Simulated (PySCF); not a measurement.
PySCF input for Ga(H)2(SeH) (GaH3Se), SMILES [SeH][GaH2], TDA-LC-ωPBE/def2-SVPD. Geometry: PBE0-D3(BJ)/def2-TZVP.

```python
import numpy as np
from pyscf import gto, scf, dft, tdscf

mol = gto.M(
    atom='''
    Ga    0.00223591   -1.17600289    0.00000000
    H    -1.39708901   -1.86571572   -0.00000000
    H     1.38977374   -1.88879507   -0.00000000
    Se   -0.04357791    1.14543374   -0.00000000
    H     1.41965101    1.26585340    0.00000000
    ''',
    basis='def2-SVPD',
    charge=0,
    spin=0,
    symmetry=True,
    max_memory=1600,
    verbose=4,
)
mf = dft.RKS(mol, xc='lc_wpbe').density_fit(auxbasis='def2-universal-jkfit')
mf.grids.level = 3
mf.conv_tol = 1e-9
mf.max_cycle = 100
mf.kernel()
mf.grids = dft.Grids(mol).set(level=1).build(with_non0tab=True)  # coarser grid for the response kernel
td = tdscf.TDA(mf)
td.singlet = True
td.nstates = 10
td.conv_tol = 1e-4
td.kernel(x0=td.get_init_guess(mf, 15))
td.analyze()
tt = tdscf.TDA(mf)
tt.singlet = False
tt.nstates = 4
tt.conv_tol = 1e-4
tt.kernel(x0=tt.get_init_guess(mf, 9))
tt.analyze(verbose=3)
```

It prints:

```
PySCF version 2.14.0

[INPUT] verbose = 4
[INPUT] num. atoms = 5
[INPUT] num. electrons = 68
[INPUT] charge = 0
[INPUT] spin (= nelec alpha-beta = 2S) = 0
[INPUT] symmetry True subgroup None
[INPUT] Mole.unit = angstrom
[INPUT] Symbol           X                Y                Z      unit          X                Y                Z       unit  Magmom
[INPUT]  1 Ga     0.002235910000  -1.176002890000   0.000000000000 AA    0.004225257539  -2.222323383797   0.000000000000 Bohr   0.0
[INPUT]  2 H     -1.397089010000  -1.865715720000   0.000000000000 AA   -2.640115600540  -3.525691737096   0.000000000000 Bohr   0.0
[INPUT]  3 H      1.389773740000  -1.888795070000   0.000000000000 AA    2.626291743712  -3.569305387729   0.000000000000 Bohr   0.0
[INPUT]  4 Se    -0.043577910000   1.145433740000   0.000000000000 AA   -0.082350314981   2.164556062436   0.000000000000 Bohr   0.0
[INPUT]  5 H      1.419651010000   1.265853400000   0.000000000000 AA    2.682751601362   2.392116239850   0.000000000000 Bohr   0.0

nuclear repulsion = 290.606143167647
point group symmetry = Cs
symmetry origin: [2.77900905e-10 5.00221647e-09 0.00000000e+00]
symmetry axis x: [1.00000000e+00 2.71665985e-10 0.00000000e+00]
symmetry axis y: [-2.71665985e-10  1.00000000e+00  0.00000000e+00]
symmetry axis z: [0. 0. 1.]
num. orbitals of irrep A' = 72
num. orbitals of irrep A" = 31
number of shells = 41
number of NR pGTOs = 193
number of NR cGTOs = 103
basis = def2-SVPD
ecp = {}


******** <class 'pyscf.df.df_jk.DFSymAdaptedRKS'> ********
method = DFSymAdaptedRKS
initial guess = minao
damping factor = 0
level_shift factor = 0
DIIS = <class 'pyscf.scf.diis.CDIIS'>
diis_start_cycle = 1
diis_space = 8
diis_damp = 0
SCF conv_tol = 1e-09
SCF conv_tol_grad = None
SCF max_cycles = 100
direct_scf = False
XC library pyscf.dft.libxc version 7.1.2
    S. Lehtola, C. Steigemann, M. J. T. Oliveira, and M. A. L. Marques,  SoftwareX 7, 1–5 (2018)
XC functionals = lc_wpbe
    O. A. Vydrov and G. E. Scuseria,  J. Chem. Phys. 125, 234109 (2006)
radial grids:
    Treutler-Ahlrichs [JCP 102, 346 (1995); DOI:10.1063/1.469408] (M4) radial grids

becke partition: Becke, JCP 88, 2547 (1988); DOI:10.1063/1.454033
pruning grids: <function nwchem_prune>
grids dens level: 3
symmetrized grids: True
atomic radii adjust function: <function treutler_atomic_radii_adjust>
small_rho_cutoff = 0
Freeze 0 electrons in irreps []
    68 free electrons in irreps A' A"
Set gradient conv threshold to 3.16228e-05
Initial guess from minao.
tot grids = 70752
Create RSH-DF object <pyscf.df.df.DF object> for omega=0.4
******** <class 'pyscf.df.df.DF'> ********
auxbasis = auxmol.basis = def2-universal-jkfit
init E= -4325.58852624613
HOMO (A") = -0.334689247330363  LUMO (A") = -0.0271008713982059  gap/eV = 8.36991
cycle= 1 E= -4327.06660567377  delta_E= -1.48  |g|= 0.545  |ddm|= 2.32
HOMO (A") = -0.348521559999532  LUMO (A") = -0.0137084600932651  gap/eV = 9.11073
cycle= 2 E= -4327.08332858886  delta_E= -0.0167  |g|= 0.543  |ddm|= 0.821
HOMO (A") = -0.360898071416069  LUMO (A") = 0.00890373277891499  gap/eV = 10.06282
cycle= 3 E= -4327.11544505644  delta_E= -0.0321  |g|= 0.0458  |ddm|=  0.4
HOMO (A") = -0.364914354138948  LUMO (A") = 0.0142194568884144  gap/eV = 10.31676
cycle= 4 E= -4327.11594167383  delta_E= -0.000497  |g|= 0.0108  |ddm|= 0.0615
HOMO (A") = -0.363865541117547  LUMO (A") = 0.0152762349745816  gap/eV = 10.31697
cycle= 5 E= -4327.11602120871  delta_E= -7.95e-05  |g|= 0.00173  |ddm|= 0.035
HOMO (A") = -0.363815656802267  LUMO (A") = 0.015075189849231  gap/eV = 10.31015
cycle= 6 E= -4327.11602392332  delta_E= -2.71e-06  |g|= 0.000612  |ddm|= 0.00516
HOMO (A") = -0.363949740462555  LUMO (A") = 0.0151024111676565  gap/eV = 10.31453
cycle= 7 E= -4327.11602409302  delta_E= -1.7e-07  |g|= 0.000286  |ddm|= 0.00127
HOMO (A") = -0.363922928688956  LUMO (A") = 0.0150990742204153  gap/eV = 10.31371
cycle= 8 E= -4327.11602419069  delta_E= -9.77e-08  |g|= 4.38e-05  |ddm|= 0.000518
HOMO (A") = -0.363920402148765  LUMO (A") = 0.0150990781509135  gap/eV = 10.31365
cycle= 9 E= -4327.11602419247  delta_E= -1.77e-09  |g|= 1.37e-05  |ddm|= 0.000131
HOMO (A") = -0.363922743328345  LUMO (A") = 0.0150996902989924  gap/eV = 10.31373
cycle= 10 E= -4327.11602419267  delta_E= -2.04e-10  |g|= 4.45e-06  |ddm|= 4.08e-05
HOMO (A") = -0.363922252181483  LUMO (A") = 0.0150995378607517  gap/eV = 10.31371
Extra cycle  E= -4327.11602419271  delta_E= -3.91e-11  |g|= 2.15e-06  |ddm|= 1.26e-05
converged SCF energy = -4327.11602419271
tot grids = 22168


******** <class 'pyscf.tdscf.rks.TDA'> for <class 'pyscf.df.df_jk.DFSymAdaptedRKS'> ********
nstates = 10 singlet
deg_eia_thresh = 1.000e-03
wfnsym = None
conv_tol = 0.0001
eigh lindep = 1e-12
eigh level_shift = 0
eigh max_cycle = 100


Excitation energies (eV)
[5.61991836 5.83137518 5.96292779 6.15855304 6.45989031 7.42716274
 7.95996004 8.07256885 8.17970208 8.41483818]

** Singlet excitation energies and oscillator strengths **
Excited State   1:   A'      5.61992 eV    220.62 nm  f=0.0810
      33 -> 37        0.12775
      34 -> 35        0.66575
Excited State   2:   A"      5.83138 eV    212.62 nm  f=0.0000
      33 -> 35        0.63849
      34 -> 36       -0.14432
      34 -> 38        0.17426
      34 -> 42        0.12054
Excited State   3:   A"      5.96293 eV    207.93 nm  f=0.0012
      32 -> 35        0.13761
      33 -> 35       -0.24886
      34 -> 36       -0.34560
      34 -> 37        0.11784
      34 -> 38        0.42898
      34 -> 42        0.24999
      34 -> 44       -0.10257
Excited State   4:   A"      6.15855 eV    201.32 nm  f=0.0001
      32 -> 35        0.67914
Excited State   5:   A"      6.45989 eV    191.93 nm  f=0.0939
      34 -> 36        0.24081
      34 -> 37        0.61246
      34 -> 40        0.14177
      34 -> 45       -0.12494
      34 -> 48        0.10702
Excited State   6:   A'      7.42716 eV    166.93 nm  f=0.0054
      33 -> 36       -0.44184
      33 -> 37       -0.18340
      33 -> 38        0.42837
      33 -> 42        0.21886
Excited State   7:   A"      7.95996 eV    155.76 nm  f=0.1143
      34 -> 36        0.40566
      34 -> 37       -0.18420
      34 -> 38        0.27279
      34 -> 39       -0.27179
      34 -> 40        0.19415
      34 -> 42        0.19740
      34 -> 45        0.20069
      34 -> 47        0.12855
Excited State   8:   A'      8.07257 eV    153.59 nm  f=0.8064
      33 -> 37       -0.56651
      33 -> 38       -0.24562
      33 -> 40       -0.14247
      34 -> 35        0.12243
      34 -> 41       -0.15666
Excited State   9:   A"      8.17970 eV    151.58 nm  f=0.0187
      34 -> 36       -0.21084
      34 -> 39       -0.62532
      34 -> 42       -0.11703
      34 -> 44       -0.10174
Excited State  10:   A'      8.41484 eV    147.34 nm  f=0.0544
      32 -> 36       -0.14919
      32 -> 37        0.22459
      34 -> 41        0.58342
      34 -> 43        0.13193

** Transition electric dipole moments (AU) **
state          X           Y           Z        Dip. S.      Osc.
  1        -0.0435     -0.7657     -0.0000      0.5882      0.0810
  2         0.0000      0.0000      0.0178      0.0003      0.0000
  3        -0.0000      0.0000     -0.0915      0.0084      0.0012
  4         0.0000      0.0000      0.0262      0.0007      0.0001
  5         0.0000     -0.0000      0.7702      0.5931      0.0939
  6         0.1005     -0.1401      0.0000      0.0297      0.0054
  7         0.0000     -0.0000      0.7655      0.5860      0.1143
  8         0.2527     -2.0033     -0.0000      4.0772      0.8064
  9        -0.0000      0.0000     -0.3052      0.0931      0.0187
 10         0.4521      0.2441     -0.0000      0.2640      0.0544

** Transition velocity dipole moments (imaginary part, AU) **
state          X           Y           Z        Dip. S.      Osc.
  1        -0.0156     -0.0516      0.0000      0.0029      0.0094
  2         0.0000      0.0000      0.0056      0.0000      0.0001
  3        -0.0000      0.0000     -0.0673      0.0045      0.0138
  4         0.0000      0.0000      0.0127      0.0002      0.0005
  5         0.0000     -0.0000      0.1952      0.0381      0.1070
  6         0.0229     -0.0974      0.0000      0.0100      0.0244
  7         0.0000     -0.0000      0.1451      0.0210      0.0480
  8         0.0774     -0.4655      0.0000      0.2227      0.5005
  9        -0.0000      0.0000     -0.0415      0.0017      0.0038
 10         0.1226      0.0891     -0.0000      0.0230      0.0495

** Transition magnetic dipole moments (imaginary part, AU) **
state          X           Y           Z
  1         0.0000      0.0000     -0.0120
  2         1.3962      0.0742     -0.0000
  3        -0.2573     -0.7439      0.0000
  4         0.3638     -1.1884     -0.0000
  5        -0.1893     -0.0315      0.0000
  6         0.0000     -0.0000      0.6322
  7        -0.4800     -0.1506     -0.0000
  8         0.0000      0.0000      0.1272
  9         0.2085      0.1482      0.0000
 10         0.0000      0.0000      0.0554


******** <class 'pyscf.tdscf.rks.TDA'> for <class 'pyscf.df.df_jk.DFSymAdaptedRKS'> ********
nstates = 4 triplet
deg_eia_thresh = 1.000e-03
wfnsym = None
conv_tol = 0.0001
eigh lindep = 1e-12
eigh level_shift = 0
eigh max_cycle = 100


Excitation energies (eV)
[4.67797543 5.31680523 5.47586378 5.54927493]

** Triplet excitation energies and oscillator strengths **
Excited State   1:   A'      4.67798 eV    265.04 nm  f=0.0000
Excited State   2:   A"      5.31681 eV    233.19 nm  f=0.0000
Excited State   3:   A"      5.47586 eV    226.42 nm  f=0.0000
Excited State   4:   A"      5.54927 eV    223.42 nm  f=0.0000
```

Self-consistency was reached.

Cost: very roughly 30 core-seconds.
